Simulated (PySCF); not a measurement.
**Correlation energy of Si⁻ (silicon, charge -1)**

[Ne] 3s2 3p3, high-spin 4S determinant. Calculation: PySCF 2.14, in x2c-TZVPPall with one added diffuse shell each of s, p, d type (6s6p4d1f, 51 functions); scalar relativity by spin-free X2C-1e. Frozen: [Ne]; 5 electrons correlated.

```
  level  correlation energy (mhartree)
   CCSD                         -91.14
    (T)                          -4.48
CCSD(T)                         -95.62
```

Diagnostics: T1 = 0.0076, D1 = 0.0157, largest double amplitude 0.049.

Cost of the coupled-cluster step: about 2 core-seconds, for 5 correlated electrons.

Iterations:

```
CC2 = 0
CCSD nocc = (np.int64(4), np.int64(1)), nmo = (46, 46)
frozen orbitals [[0, 1, 2, 3, 4], [0, 1, 2, 3, 4]]
max_cycle = 100
direct = 0
conv_tol = 1e-08
conv_tol_normt = 1e-06
diis_space = 8
diis_start_cycle = 0
Init t2, MP2 energy = -0.0750179052511853
Init E_corr(UCCSD) = -0.0750179052512083
cycle = 1  E_corr(UCCSD) = -0.0873831142055108  dE = -0.012365209  norm(t1,t2) = 0.0504842
cycle = 2  E_corr(UCCSD) = -0.0900009363208518  dE = -0.00261782212  norm(t1,t2) = 0.0152727
cycle = 3  E_corr(UCCSD) = -0.0911495282536354  dE = -0.00114859193  norm(t1,t2) = 0.00599534
cycle = 4  E_corr(UCCSD) = -0.0911404161323891  dE = 9.11212125e-06  norm(t1,t2) = 0.00134772
cycle = 5  E_corr(UCCSD) = -0.0911410856309399  dE = -6.69498551e-07  norm(t1,t2) = 0.000349907
cycle = 6  E_corr(UCCSD) = -0.091141670560841  dE = -5.84929901e-07  norm(t1,t2) = 0.000102039
cycle = 7  E_corr(UCCSD) = -0.0911419464672494  dE = -2.75906408e-07  norm(t1,t2) = 2.5554e-05
cycle = 8  E_corr(UCCSD) = -0.09114200875681  dE = -6.22895606e-08  norm(t1,t2) = 6.46344e-06
cycle = 9  E_corr(UCCSD) = -0.0911419597978954  dE = 4.89589146e-08  norm(t1,t2) = 1.20289e-06
cycle = 10  E_corr(UCCSD) = -0.0911419661754923  dE = -6.37759688e-09  norm(t1,t2) = 2.6514e-07
UCCSD converged
E(UCCSD) = -289.5765425018781  E_corr = -0.09114196617549228
UCCSD(T) correction = -0.00448445658015409
```
